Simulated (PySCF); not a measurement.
Species: C3H5ClOSi.
Z-matrix (Å and degrees, PBE0-D3(BJ)/def2-SVP geometry), rows numbered from 1:
```
O 
Si  1  1.6596
C   2  1.9059  1  121.30
C   3  1.5163  2   85.23  1   121.98
C   4  1.3513  3  107.38  2    -5.19
Cl  5  1.7146  2  140.69  1    63.33
H   1  0.9619  2  117.15  3   -50.56
H   2  1.4856  1  104.11  3  -134.16
H   3  1.1028  2  116.06  1     8.15
H   3  1.1025  2  117.96  1  -122.58
H   4  1.0982  3  125.78  2   173.54
```

Theory: PBE0-D3(BJ)/def2-SVP geometry optimisation, gas phase in PySCF 2.14.0.

Take the most abundant isotopes and a rigid rotor. The values belong to one conformer with, in the numbering `[OH:1][Si@H:2]1[CH2:3][CH:4]=[C:5]1[Cl:6]`, H–O1–Si2–C3 -51°.

(1) What are A, B and C (MHz)?

(2) What kind of rotor is it?

(3) Is it planar, by Δ = Ic − Ia − Ib?

(4) Give the coordinates in the principal-axis frame, origin at the centre of mass.

(5) Where do the levels up to J = 4 lie, in MHz?

(6) Which lines would a microwave search look for?

Results:

(1) Ia = 131.39, Ib = 317.56, Ic = 417.91 u·Å²; 505379 MHz·u·Å²/I gives A = 3847, B = 1591, C = 1209 MHz.

(2) An asymmetric top. Ray's parameter κ = (2B − A − C)/(A − C) = -0.710; −1 is the prolate and +1 the oblate limit.

(3) Not planar: Δ = Ic − Ia − Ib = -31.04 u·Å². For a rigid frame Δ = −2 Σ m c², so Σ m c² = 15.52 u·Å² lies off the ab plane: 7.07 from hydrogen and 8.45 from heavier atoms. The atom farthest from that plane is 1.84 Å away.

(4) The sense of each axis is arbitrary; atoms in the order of the calculation.
```csv
atom,mass (u),a (Å),b (Å),c (Å)
O1,15.995,-1.972,1.428,-0.416
Si2,27.977,-1.174,0.236,0.418
C3,12.000,-1.281,-1.590,-0.119
C4,12.000,0.230,-1.514,-0.228
C5,12.000,0.588,-0.232,0.002
Cl6,34.969,2.169,0.432,-0.013
H7,1.008,-1.850,1.455,-1.370
H8,1.008,-1.466,0.533,1.844
H9,1.008,-1.781,-1.783,-1.083
H10,1.008,-1.653,-2.323,0.615
H11,1.008,0.902,-2.359,-0.434
```

(5) Above 0(0,0):
J = 1: 1(0,1) 2801, 1(1,1) 5056, 1(1,0) 5438
J = 2: 2(0,2) 8358, 2(1,2) 10275, 2(1,1) 11422, 2(2,1) 18187, 2(2,0) 18232
J = 3: 3(0,3) 16586, 3(1,3) 18078, 3(1,2) 20368, 3(2,2) 26589, 3(2,1) 26808, 3(3,1) 38846, 3(3,0) 38850
J = 4: 4(0,4) 27375, 4(1,4) 28437, 4(1,3) 32235, 4(2,3) 37758, 4(2,2) 38390, 4(3,2) 50130, 4(3,1) 50152, 4(4,1) 67181, 4(4,0) 67181
Those of J = 1 are B + C, A + C and A + B.

(6) The dipole components are |μa| = 0.90 D, |μb| = 1.29 D, |μc| = 1.29 D. The squared components, which scale the intensities, stand as 0.49 : 0.99 : 1.00 (a : b : c). Some of the stronger lines:

```json
{"type": "a", "branch": "R", "J(Ka,Kc)": "1(0,1) ← 0(0,0)", "MHz": "2801", "lower level (cm⁻¹)": "0.000"}
{"type": "b", "branch": "Q", "J(Ka,Kc)": "3(1,2) ← 3(0,3)", "MHz": "3782", "lower level (cm⁻¹)": "0.553"}
{"type": "b", "branch": "Q", "J(Ka,Kc)": "3(2,1) ← 3(1,2)", "MHz": "6441", "lower level (cm⁻¹)": "0.679"}
{"type": "b", "branch": "Q", "J(Ka,Kc)": "3(2,2) ← 3(1,3)", "MHz": "8511", "lower level (cm⁻¹)": "0.603"}
{"type": "a", "branch": "R", "J(Ka,Kc)": "4(0,4) ← 3(0,3)", "MHz": "10790", "lower level (cm⁻¹)": "0.553"}
{"type": "a", "branch": "R", "J(Ka,Kc)": "4(3,1) ← 3(3,0)", "MHz": "11303", "lower level (cm⁻¹)": "1.296"}
{"type": "b", "branch": "Q", "J(Ka,Kc)": "4(3,1) ← 4(2,2)", "MHz": "11763", "lower level (cm⁻¹)": "1.281"}
{"type": "c", "branch": "Q", "J(Ka,Kc)": "3(3,1) ← 3(2,1)", "MHz": "12038", "lower level (cm⁻¹)": "0.894"}
{"type": "b", "branch": "Q", "J(Ka,Kc)": "3(3,0) ← 3(2,1)", "MHz": "12042", "lower level (cm⁻¹)": "0.894"}
{"type": "b", "branch": "Q", "J(Ka,Kc)": "3(3,1) ← 3(2,2)", "MHz": "12257", "lower level (cm⁻¹)": "0.887"}
{"type": "b", "branch": "R", "J(Ka,Kc)": "2(2,1) ← 1(1,0)", "MHz": "12749", "lower level (cm⁻¹)": "0.181"}
{"type": "c", "branch": "R", "J(Ka,Kc)": "4(1,3) ← 3(0,3)", "MHz": "15650", "lower level (cm⁻¹)": "0.553"}
{"type": "b", "branch": "R", "J(Ka,Kc)": "4(3,1) ← 3(2,2)", "MHz": "23563", "lower level (cm⁻¹)": "0.887"}
{"type": "b", "branch": "R", "J(Ka,Kc)": "4(4,0) ← 3(3,1)", "MHz": "28335", "lower level (cm⁻¹)": "1.296"}
```

Whether it is a minimum is left open (no frequencies). Zero-point vibration and centrifugal distortion are left out. Quadrupole hyperfine structure (35Cl) is left out.
